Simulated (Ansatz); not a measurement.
Cost and result for the atomization energy of `C#CBCO` (10 atoms, 9 bonds).

```xyz
10

C    -1.680    0.298   -1.653
C    -1.176   -0.061   -0.614
B    -0.459   -0.467    0.653
C     1.037   -0.100    0.850
O     1.702    0.613   -0.167
H    -2.151    0.602   -2.560
H    -1.033   -1.070    1.509
H     1.110    0.455    1.802
H     1.575   -1.041    1.059
H     1.076    0.770   -0.880
```

Total charge 0; spin multiplicity 1. The geometry is a stationary point of PBE0-D4/def2-TZVP. It is one conformer, not always the lowest. Program: Ansatz. All runs use 2 threads of an Arm Neoverse V1 on a shared host. Times are those of one run each, without the atoms' runs, and a repeat can differ threefold. Electronic energies, without spin–orbit coupling; frozen cores. CCSD(T)/CBS adds CCSD(T) − MP2 in def2-TZVPP to the MP2 limit, and its time is that of the two runs behind it. T1 = 0.013. HSE06 is the plane-wave form, built on full-range PBE exchange.

CCSD(T)/CBS is a level of theory with its own doubt, some kJ/mol a heavy atom from the limit and from the frozen cores, so smaller differences don't rank the functionals.

```json
{"level": "revPBE-D4/def2-TZVPP", "functions": "225", "wall time": "3 s", "atomization (kcal/mol)": "991.1", "difference from CCSD(T)/CBS": "5.7", "per bond": "0.6"}
{"level": "PBE0-D4/def2-TZVPP", "functions": "225", "wall time": "3.7 s", "atomization (kcal/mol)": "995.7", "difference from CCSD(T)/CBS": "10.3", "per bond": "1.1"}
{"level": "BHLYP-D4/def2-TZVPP", "functions": "225", "wall time": "3.7 s", "atomization (kcal/mol)": "956.0", "difference from CCSD(T)/CBS": "-29.4", "per bond": "-3.3"}
{"level": "HSE06-D4/def2-TZVPP", "functions": "225", "wall time": "4.1 s", "atomization (kcal/mol)": "996.6", "difference from CCSD(T)/CBS": "11.2", "per bond": "1.2"}
{"level": "CCSD(T)/def2-SVP", "functions": "95", "wall time": "6 s", "atomization (kcal/mol)": "940.3", "difference from CCSD(T)/CBS": "-45.1", "per bond": "-5.0"}
{"level": "r2SCAN-D4/def2-TZVPP (with forces)", "functions": "225", "wall time": "6.5 s", "atomization (kcal/mol)": "993.7", "difference from CCSD(T)/CBS": "8.3", "per bond": "0.9"}
{"level": "r2SCANh-D4/def2-TZVPP", "functions": "225", "wall time": "6.5 s", "atomization (kcal/mol)": "986.0", "difference from CCSD(T)/CBS": "0.6", "per bond": "0.1"}
{"level": "PBE-QIDH/def2-TZVPP", "functions": "225", "wall time": "7.5 s", "atomization (kcal/mol)": "985.6", "difference from CCSD(T)/CBS": "0.2", "per bond": "0.0"}
{"level": "ωB97X-V/def2-TZVPP", "functions": "225", "wall time": "11 s", "atomization (kcal/mol)": "986.3", "difference from CCSD(T)/CBS": "0.9", "per bond": "0.1"}
{"level": "B97M-V/def2-TZVPP", "functions": "225", "wall time": "13 s", "atomization (kcal/mol)": "990.9", "difference from CCSD(T)/CBS": "5.5", "per bond": "0.6"}
{"level": "MP2/def2-QZVPP", "functions": "435", "wall time": "29 s", "atomization (kcal/mol)": "1001.1", "difference from CCSD(T)/CBS": "15.7", "per bond": "1.7"}
{"level": "CCSD(T)/def2-TZVPP", "functions": "225", "wall time": "2.5 min", "atomization (kcal/mol)": "960.6", "difference from CCSD(T)/CBS": "-24.8", "per bond": "-2.8"}
{"level": "CCSD(T)/CBS(def2)", "functions": "–", "wall time": "2.9 min", "atomization (kcal/mol)": "985.4", "difference from CCSD(T)/CBS": "0.0", "per bond": "0.0"}
```

From PBE to PBE0 (25 % exact exchange), in def2-TZVPP and without D4, the atomization energy moves by −22.7 kcal/mol: exact exchange takes away binding that semilocal exchange gives to molecules. At CCSD(T), def2-SVP lies −45.1 kcal/mol from the extrapolated value and def2-TZVPP −24.8 kcal/mol: correlation converges slowly with the basis, and small sets miss more of it in the bonded molecule than in its fragments. In def2-TZVPP, CCSD(T) changes the Hartree–Fock value by +239.0 kcal/mol (the triples alone add +16.9 kcal/mol) and MP2 by +264.9 kcal/mol; breaking electron pairs costs correlation energy, which Hartree–Fock lacks.
